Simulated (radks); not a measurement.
F+, configuration [He] 2s2 2p4 (the NIST ground configuration).

Calculated with a radial shooting solver on a logarithmic mesh with Libxc functionals: scalar-relativistic Kohn-Sham, B86b exchange with PBE correlation, spin-unpolarised, spherical densities, finite nucleus; Fermi nuclear charge, rms radius 2.8976 fm.

Energy parts (eV):
| part | energy |
|---|---|
| total | -2696.715 |
| kinetic | 2695.287 |
| electron-nucleus | -6320.204 |
| Hartree | 1194.379 |
| exchange-correlation | -266.176 |

Orbitals (lengths in bohr, moments of r in powers of bohr; <r^-3> diverges for s and p1/2):
orbital,occ.,eigenvalue (eV),<r^2>,<r^-3>,<r^4>
1s,2,-684.6071,0.04194,-,0.004598
2s,2,-47.4370,1.113,-,2.381
2p,4,-28.3570,1.242,9.085,3.668

The highest occupied level is 2p at -28.357 eV. For comparison, the ionisation energy in NIST's Atomic Spectra Database is 34.971 eV (measured). In exact Kohn-Sham theory the highest level is minus the ionisation energy, but local and semilocal functionals leave it too shallow, through self-interaction and a potential that decays too fast; potentials with the right tail come closer. The density falls to 0.001 e/bohr^3 at r = 2.75 bohr. The electron density at the nucleus is 468.3 e/bohr^3 (large components only).

Beside tabulated values, note that spin-unpolarised runs miss the spin-polarisation part of the exchange energy of open shells.
